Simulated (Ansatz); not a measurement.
Ansatz (a first-principles code) input (HF/3-21G): The .json file is the Basis Set Exchange's 3-21G.

Ansatz 0.2 input:
```yaml
crystal:
  periodic: [false, false, false]
  atoms:
    - {symbol: O, position_ang: [0.99197861, -1.26212350, -0.12627820]}
    - {symbol: Si, position_ang: [0.16530319, 0.07470786, 0.02131885]}
    - {symbol: O, position_ang: [-1.43531378, -0.61774096, -0.18051118]}
    - {symbol: F, position_ang: [0.09744205, 0.77547136, 1.43567372]}
    - {symbol: F, position_ang: [0.25579548, 1.15630557, -1.12673684]}
    - {symbol: H, position_ang: [1.86272199, -1.66055950, -0.13168438]}
    - {symbol: H, position_ang: [-1.51544054, -1.58380326, -0.32904239]}
    - {symbol: H, position_ang: [-2.29398252, -0.14862390, -0.16385394]}
basis:
  gaussian:
    orbitals: 3-21G.json
hamiltonian:
  xc: {name: HF}
total_charge: 1
phonons: {temperatures: {t_min: 298.15, t_max: 298.15, t_step: 100}}
```

Output:

```
Functional definition: HF
integrals: 0.01 GiB planned
596 factors; integrals over basis functions are off by at most 1.3e-4 eV
mean field: 0.12 GiB planned
mean field evaluation 1: about -17295.5670 eV, gradient 6.1e1 eV
mean field evaluation 2: about -17295.7060 eV, gradient 6.1e1 eV
mean field evaluation 4: about -17301.0957 eV, gradient 1.9e0 eV
mean field evaluation 8: about -17301.1459 eV, gradient 1.9e-1 eV
mean field -17301.14603140 eV, -635.8053895160 hartree, gradient 2.2e-5 eV, S^2 0.000000; 0 other end points of the search recorded, 0 dependent functions left out
the calculation of the forces begins
reference -17301.14603140 eV, -635.8053895160 hartree; 25, 25 occupied and 30, 30 virtual orbitals, 596 factors
these checks for a lower state are left out or cut short: stability, starts, cluster_reference, orbital_swaps, neighbouring_geometries, increment
integrals: 0.01 GiB planned
596 factors; integrals over basis functions are off by at most 1.3e-4 eV
mean field: 0.12 GiB planned
mean field evaluation 16: about -17300.8471 eV, gradient 1.7e0 eV
mean field -17301.14589290 eV, -635.8053844262 hartree, gradient 4.9e-6 eV, S^2 0.000000; 0 other end points of the search recorded, 0 dependent functions left out
the calculation of the forces begins
reference -17301.14589290 eV, -635.8053844262 hartree; 25, 25 occupied and 30, 30 virtual orbitals, 596 factors
these checks for a lower state are left out or cut short: stability, starts, cluster_reference, orbital_swaps, neighbouring_geometries, increment
integrals: 0.01 GiB planned
596 factors; integrals over basis functions are off by at most 1.3e-4 eV
mean field: 0.12 GiB planned
mean field evaluation 32: about -17301.1459 eV, gradient 2.9e-4 eV
mean field -17301.14588633 eV, -635.8053841847 hartree, gradient 4.9e-6 eV, S^2 0.000000; 0 other end points of the search recorded, 0 dependent functions left out
the calculation of the forces begins
reference -17301.14588633 eV, -635.8053841847 hartree; 25, 25 occupied and 30, 30 virtual orbitals, 596 factors
these checks for a lower state are left out or cut short: stability, starts, cluster_reference, orbital_swaps, neighbouring_geometries, increment
integrals: 0.01 GiB planned
596 factors; integrals over basis functions are off by at most 1.3e-4 eV
mean field: 0.12 GiB planned
mean field -17301.14591312 eV, -635.8053851692 hartree, gradient 4.9e-6 eV, S^2 0.000000; 0 other end points of the search recorded, 0 dependent functions left out
the calculation of the forces begins
reference -17301.14591312 eV, -635.8053851692 hartree; 25, 25 occupied and 30, 30 virtual orbitals, 596 factors
these checks for a lower state are left out or cut short: stability, starts, cluster_reference, orbital_swaps, neighbouring_geometries, increment
integrals: 0.01 GiB planned
596 factors; integrals over basis functions are off by at most 1.3e-4 eV
mean field: 0.12 GiB planned
mean field -17301.14591692 eV, -635.8053853088 hartree, gradient 4.9e-6 eV, S^2 0.000000; 0 other end points of the search recorded, 0 dependent functions left out
the calculation of the forces begins
reference -17301.14591692 eV, -635.8053853088 hartree; 25, 25 occupied and 30, 30 virtual orbitals, 596 factors
these checks for a lower state are left out or cut short: stability, starts, cluster_reference, orbital_swaps, neighbouring_geometries, increment
integrals: 0.01 GiB planned
596 factors; integrals over basis functions are off by at most 1.3e-4 eV
mean field: 0.12 GiB planned
mean field -17301.14577252 eV, -635.8053800021 hartree, gradient 4.9e-6 eV, S^2 0.000000; 0 other end points of the search recorded, 0 dependent functions left out
the calculation of the forces begins
reference -17301.14577252 eV, -635.8053800021 hartree; 25, 25 occupied and 30, 30 virtual orbitals, 596 factors
these checks for a lower state are left out or cut short: stability, starts, cluster_reference, orbital_swaps, neighbouring_geometries, increment
integrals: 0.01 GiB planned
596 factors; integrals over basis functions are off by at most 1.3e-4 eV
mean field: 0.12 GiB planned
mean field evaluation 64: about -17300.8472 eV, gradient 1.6e0 eV
mean field -17301.14578518 eV, -635.8053804676 hartree, gradient 4.9e-6 eV, S^2 0.000000; 0 other end points of the search recorded, 0 dependent functions left out
the calculation of the forces begins
reference -17301.14578518 eV, -635.8053804676 hartree; 25, 25 occupied and 30, 30 virtual orbitals, 596 factors
these checks for a lower state are left out or cut short: stability, starts, cluster_reference, orbital_swaps, neighbouring_geometries, increment
integrals: 0.01 GiB planned
596 factors; integrals over basis functions are off by at most 1.3e-4 eV
mean field: 0.12 GiB planned
[...]
reference -17301.14590053 eV, -635.8053847066 hartree; 25, 25 occupied and 30, 30 virtual orbitals, 596 factors
these checks for a lower state are left out or cut short: stability, starts, cluster_reference, orbital_swaps, neighbouring_geometries, increment
integrals: 0.01 GiB planned
596 factors; integrals over basis functions are off by at most 1.3e-4 eV
mean field: 0.12 GiB planned
mean field evaluation 192: about -17301.1460 eV, gradient 4.9e-6 eV
mean field -17301.14599416 eV, -635.8053881473 hartree, gradient 4.9e-6 eV, S^2 0.000000; 0 other end points of the search recorded, 0 dependent functions left out
the calculation of the forces begins
reference -17301.14599416 eV, -635.8053881473 hartree; 25, 25 occupied and 30, 30 virtual orbitals, 596 factors
these checks for a lower state are left out or cut short: stability, starts, cluster_reference, orbital_swaps, neighbouring_geometries, increment
integrals: 0.01 GiB planned
596 factors; integrals over basis functions are off by at most 1.3e-4 eV
mean field: 0.12 GiB planned
mean field -17301.14599538 eV, -635.8053881923 hartree, gradient 4.9e-6 eV, S^2 0.000000; 0 other end points of the search recorded, 0 dependent functions left out
the calculation of the forces begins
reference -17301.14599538 eV, -635.8053881923 hartree; 25, 25 occupied and 30, 30 virtual orbitals, 596 factors
these checks for a lower state are left out or cut short: stability, starts, cluster_reference, orbital_swaps, neighbouring_geometries, increment
integrals: 0.01 GiB planned
596 factors; integrals over basis functions are off by at most 1.3e-4 eV
mean field: 0.12 GiB planned
mean field -17301.14595872 eV, -635.8053868450 hartree, gradient 4.9e-6 eV, S^2 0.000000; 0 other end points of the search recorded, 0 dependent functions left out
the calculation of the forces begins
reference -17301.14595872 eV, -635.8053868450 hartree; 25, 25 occupied and 30, 30 virtual orbitals, 596 factors
these checks for a lower state are left out or cut short: stability, starts, cluster_reference, orbital_swaps, neighbouring_geometries, increment
integrals: 0.01 GiB planned
596 factors; integrals over basis functions are off by at most 1.3e-4 eV
mean field: 0.12 GiB planned
mean field -17301.14595781 eV, -635.8053868116 hartree, gradient 4.9e-6 eV, S^2 0.000000; 0 other end points of the search recorded, 0 dependent functions left out
the calculation of the forces begins
reference -17301.14595781 eV, -635.8053868116 hartree; 25, 25 occupied and 30, 30 virtual orbitals, 596 factors
these checks for a lower state are left out or cut short: stability, starts, cluster_reference, orbital_swaps, neighbouring_geometries, increment
integrals: 0.01 GiB planned
596 factors; integrals over basis functions are off by at most 1.3e-4 eV
mean field: 0.12 GiB planned
mean field evaluation 224: about -17301.1420 eV, gradient 1.6e0 eV
mean field -17301.14587666 eV, -635.8053838292 hartree, gradient 4.9e-6 eV, S^2 0.000000; 0 other end points of the search recorded, 0 dependent functions left out
the calculation of the forces begins
reference -17301.14587666 eV, -635.8053838292 hartree; 25, 25 occupied and 30, 30 virtual orbitals, 596 factors
these checks for a lower state are left out or cut short: stability, starts, cluster_reference, orbital_swaps, neighbouring_geometries, increment
integrals: 0.01 GiB planned
596 factors; integrals over basis functions are off by at most 1.3e-4 eV
mean field: 0.12 GiB planned
mean field -17301.14588022 eV, -635.8053839601 hartree, gradient 4.9e-6 eV, S^2 0.000000; 0 other end points of the search recorded, 0 dependent functions left out
the calculation of the forces begins
reference -17301.14588022 eV, -635.8053839601 hartree; 25, 25 occupied and 30, 30 virtual orbitals, 596 factors
these checks for a lower state are left out or cut short: stability, starts, cluster_reference, orbital_swaps, neighbouring_geometries, increment
integrals: 0.01 GiB planned
596 factors; integrals over basis functions are off by at most 1.3e-4 eV
mean field: 0.12 GiB planned
mean field -17301.14601906 eV, -635.8053890624 hartree, gradient 4.9e-6 eV, S^2 0.000000; 0 other end points of the search recorded, 0 dependent functions left out
the calculation of the forces begins
reference -17301.14601906 eV, -635.8053890624 hartree; 25, 25 occupied and 30, 30 virtual orbitals, 596 factors
these checks for a lower state are left out or cut short: stability, starts, cluster_reference, orbital_swaps, neighbouring_geometries, increment
integrals: 0.01 GiB planned
596 factors; integrals over basis functions are off by at most 1.3e-4 eV
mean field: 0.12 GiB planned
mean field evaluation 256: about -17301.1460 eV, gradient 1.4e-6 eV
mean field -17301.14601856 eV, -635.8053890440 hartree, gradient 4.9e-6 eV, S^2 0.000000; 0 other end points of the search recorded, 0 dependent functions left out
the calculation of the forces begins
reference -17301.14601856 eV, -635.8053890440 hartree; 25, 25 occupied and 30, 30 virtual orbitals, 596 factors
these checks for a lower state are left out or cut short: stability, starts, cluster_reference, orbital_swaps, neighbouring_geometries, increment
integrals: 0.01 GiB planned
596 factors; integrals over basis functions are off by at most 1.3e-4 eV
mean field: 0.12 GiB planned
mean field -17301.14597829 eV, -635.8053875643 hartree, gradient 4.9e-6 eV, S^2 0.000000; 0 other end points of the search recorded, 0 dependent functions left out
the calculation of the forces begins
reference -17301.14597829 eV, -635.8053875643 hartree; 25, 25 occupied and 30, 30 virtual orbitals, 596 factors
these checks for a lower state are left out or cut short: stability, starts, cluster_reference, orbital_swaps, neighbouring_geometries, increment
integrals: 0.01 GiB planned
596 factors; integrals over basis functions are off by at most 1.3e-4 eV
mean field: 0.12 GiB planned
mean field -17301.14597825 eV, -635.8053875627 hartree, gradient 4.9e-6 eV, S^2 0.000000; 0 other end points of the search recorded, 0 dependent functions left out
the calculation of the forces begins
reference -17301.14597825 eV, -635.8053875627 hartree; 25, 25 occupied and 30, 30 virtual orbitals, 596 factors
these checks for a lower state are left out or cut short: stability, starts, cluster_reference, orbital_swaps, neighbouring_geometries, increment
integrals: 0.01 GiB planned
596 factors; integrals over basis functions are off by at most 1.3e-4 eV
mean field: 0.12 GiB planned
mean field evaluation 288: about -17301.1460 eV, gradient 4.9e-6 eV
mean field -17301.14596804 eV, -635.8053871877 hartree, gradient 4.9e-6 eV, S^2 0.000000; 0 other end points of the search recorded, 0 dependent functions left out
the calculation of the forces begins
reference -17301.14596804 eV, -635.8053871877 hartree; 25, 25 occupied and 30, 30 virtual orbitals, 596 factors
these checks for a lower state are left out or cut short: stability, starts, cluster_reference, orbital_swaps, neighbouring_geometries, increment
integrals: 0.01 GiB planned
596 factors; integrals over basis functions are off by at most 1.3e-4 eV
mean field: 0.12 GiB planned
mean field -17301.14596850 eV, -635.8053872045 hartree, gradient 4.9e-6 eV, S^2 0.000000; 0 other end points of the search recorded, 0 dependent functions left out
the calculation of the forces begins
reference -17301.14596850 eV, -635.8053872045 hartree; 25, 25 occupied and 30, 30 virtual orbitals, 596 factors
Total energy: -17301.14603140 eV, -635.8053895160 hartree
Atom 0 at     0.991979    -1.262123    -0.126278 Å, force    -0.001017     0.001501     0.000160 eV/Å
Atom 1 at     0.165303     0.074708     0.021319 Å, force     0.000530    -0.002626    -0.000358 eV/Å
Atom 2 at    -1.435314    -0.617741    -0.180511 Å, force     0.000404     0.000640     0.000120 eV/Å
Atom 3 at     0.097442     0.775471     1.435674 Å, force    -0.000114     0.000484     0.000625 eV/Å
Atom 4 at     0.255795     1.156306    -1.126737 Å, force    -0.000046     0.000646    -0.000467 eV/Å
Atom 5 at     1.862722    -1.660559    -0.131684 Å, force     0.000206    -0.000273    -0.000028 eV/Å
Atom 6 at    -1.515441    -1.583803    -0.329042 Å, force     0.000131    -0.000382    -0.000049 eV/Å
Atom 7 at    -2.293983    -0.148624    -0.163854 Å, force    -0.000093     0.000011    -0.000004 eV/Å
Dipole moment:    -0.712475    -0.941413    -0.183946 e Å
Vibrations: 156.64 228.45 292.68 349.27 353.82 375.20 437.94 588.85 760.70 791.11 910.66 964.02 1181.25 1280.21 1798.14 3724.03 3797.57 4031.91 cm⁻¹, zero-point energy 1.365219 eV
```

The blocks after the first are displaced geometries, from whose forces the wavenumbers follow.

The dipole moment of an ion depends on the origin.
